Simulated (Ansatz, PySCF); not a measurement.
C₇H₇O (SMILES COc1c[c]ccc1), doublet, at a GFN2-xTB geometry. Base run: PySCF with MP2/STO-3G.

PySCF was given this input:
```python
from pyscf import gto, scf, mp

mol = gto.Mole()
mol.atom = '''
    C    -2.716194   -0.239227   -0.196280
    O    -1.715397    0.658536    0.218408
    C    -0.413272    0.280020    0.103941
    C     0.535554    1.223742    0.536245
    C     1.847612    0.893096    0.442369
    C     2.334543   -0.288597   -0.040288
    C     1.389812   -1.215968   -0.465534
    C     0.034520   -0.937684   -0.395314
    H    -3.661730    0.269258   -0.014366
    H    -2.687955   -1.168087    0.382767
    H    -2.630334   -0.472271   -1.262672
    H     0.186878    2.167977    0.923328
    H     3.389392   -0.505245   -0.094964
    H     1.718565   -2.168356   -0.856762
    H    -0.667093   -1.683854   -0.735421
'''
mol.basis = 'sto-3g'
mol.charge = 0
mol.spin = 1
mol.verbose = 4
mol.build()

mf = scf.UHF(mol)
mf.kernel()

pt = mp.MP2(mf)
pt.kernel()
print('E(MP2) = %.10f' % pt.e_tot)
```

The same geometry, method and basis name were run in Ansatz (a program for electronic structure) and PySCF, at each program's defaults and at the settings that a row names. The base is PySCF at its defaults. Differences at the defaults can come from grids, fitting, cores and function types together. The rows with settings made alike still differ; the cause (another SCF solution, basis table, core potential or functional code) wasn't traced.

| code and settings | ΔE vs base (mEh) | basis functions | E (Eh) | SCF cycles | SCF-reference dipole (D) | outcome |
|---|---|---|---|---|---|---|
| PySCF, defaults (exact integrals, spherical functions, all electrons correlated) | 0.000 | 47 | -340.06352 | 16 | 1.47 | converged |
| Ansatz, defaults (factorised integrals, spherical functions, frozen core) | 40.253 | 47 | -340.02326 | - | - | another SCF solution |
| PySCF, frozen core | 3.309 | 47 | -340.06021 | 16 | 1.47 | converged |
| Ansatz, high accuracy, frozen core | 40.219 | 47 | -340.02330 | - | - | another SCF solution |

A guess, shift, damping, solver or small numerical setting can't move a converged solution much, so rows marked as another SCF solution ended in a different state.

Open shells are given as the SCF converged; they aren't shown to be the lowest states, and a large step between rows can be another state.
